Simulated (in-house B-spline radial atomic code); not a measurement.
A radial electron density 4πr²n(r) was computed for an atom or ion in its tabulated ground configuration with a B-spline radial code for spherical atoms; method: non-relativistic HSE06, spin-polarised, spherical fractional occupations. Columns: r (bohr), 4πr²n(r) (electrons per bohr), bar.

```
  0.0303  0.03741 #
  0.0343  0.04717 #
  0.0388  0.05929 ##
  0.0439  0.07436 ##
  0.0497  0.09312 ##
  0.0562    0.116 ###
  0.0636   0.1443 ####
  0.0719   0.1784 #####
  0.0813   0.2197 ######
   0.092   0.2696 #######
   0.104   0.3285 ########
   0.118   0.4001 ##########
   0.133    0.479 ############
   0.151   0.5752 ###############
    0.17   0.6768 #################
   0.193   0.7975 #####################
   0.218   0.9235 ########################
   0.247     1.06 ###########################
   0.279    1.197 ###############################
   0.316    1.334 ##################################
   0.357     1.46 ######################################
   0.404     1.57 ########################################
   0.457    1.654 ###########################################
   0.517    1.703 ############################################
   0.585    1.711 ############################################
   0.662    1.673 ###########################################
   0.748    1.589 #########################################
   0.847    1.459 ######################################
   0.958    1.293 #################################
    1.08    1.107 ############################
    1.23   0.8911 #######################
    1.39   0.6907 ##################
    1.57   0.5082 #############
    1.77   0.3551 #########
    2.01   0.2268 ######
    2.27   0.1372 ####
    2.57  0.07546 ##
    2.91   0.0376 #
    3.29  0.01695
```

Problem. Which atom or ion is it?
A. He
B. H
C. B+
D. Li

Solution. A. The area under the curve, ∫4πr²n dr = ∫r·4πr²n d(ln r) on this logarithmic grid, is 2 electrons, which only this option has. The configuration is 1s2.
